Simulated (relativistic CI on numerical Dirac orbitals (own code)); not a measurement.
# Hf XXIII: q coefficients and field-shift factors

Computed by Dirac-Coulomb-Breit CI, separate exchange-only KLI orbitals for each configuration, derivatives by finite differences, unscaled Slater integrals, QED left out (own radial code, finite nucleus).

CI space (outside the closed core [Ar] 3d10 4p6 4d10): 4s2 4f4, 4s2 4f3 5s, 4s2 4f2 5s2, 4s2 4f3 5p, 4s2 4f2 5s 5p, 4s 4f3 5s2. Levels of other configurations are missing.

With x = (α/α₀)² − 1 an excitation energy changes as ω = ω₀ + qx; K = 2q/ω₀ is the relative enhancement. Terms are leading LS components, so labels can repeat. The field-shift factor is F = δν/δ⟨r²⟩ for the transition from the lowest level.

Lowest level 4s2 4f4 5I_4.

```tsv
Level	ω₀ (cm⁻¹)	q (cm⁻¹)	K	F (GHz/fm²)
4s2 4f4 5I_5	10341.6	12420	2.4	0.502
4s2 4f4 5I_6	19921.3	21170	2.13	0.879
4s2 4f4 5I_7	28435.4	26240	1.85	1.13
4s2 4f4 5I_8	36024.8	28780	1.6	1.28
4s2 4f4 5F_2	37180.3	-681.4	-0.0367	0.29
4s2 4f4 5F_1	38843.2	9930	0.511	0.653
4s2 4f4 3G_4	42997.1	2421	0.113	0.452
4s2 4f4 5F_3	45017.6	13000	0.577	0.814
4s2 4f4 5S_2	48964.6	16440	0.672	0.961
4s2 4f4 3K_6	50371.3	17480	0.694	1.02
4s2 4f4 5G_2	50989.6	6766	0.265	0.658
4s2 4f4 5G_3	53025.4	8442	0.318	0.728
4s2 4f4 3L_7	54195.3	17520	0.647	1.06
4s2 4f4 5F_5	55758.7	19100	0.685	1.11
4s2 4f4 5F_4	56380.4	23890	0.847	1.28
4s2 4f4 3M_8	58921.4	17470	0.593	1.1
4s2 4f4 5G_4	67183.1	23510	0.7	1.36
4s2 4f4 5F_5	67227.5	29990	0.892	1.58
4s2 4f4 3D_2	68639.4	21930	0.639	1.31
4s2 4f4 3G_3	68903.0	23740	0.689	1.37
4s2 4f4 3P_1	74057.9	24050	0.65	1.42
4s2 4f4 3L_7	75837.0	35280	0.93	1.83
4s2 4f4 3L_8	76199.6	25060	0.658	1.5
```

At this charge energies of transitions that change n are usually good to better than 1 %, and those within a shell (Δn = 0) to a few per cent. Terms inside the open d or f shell come out 10 to 20 % too wide with unscaled integrals.
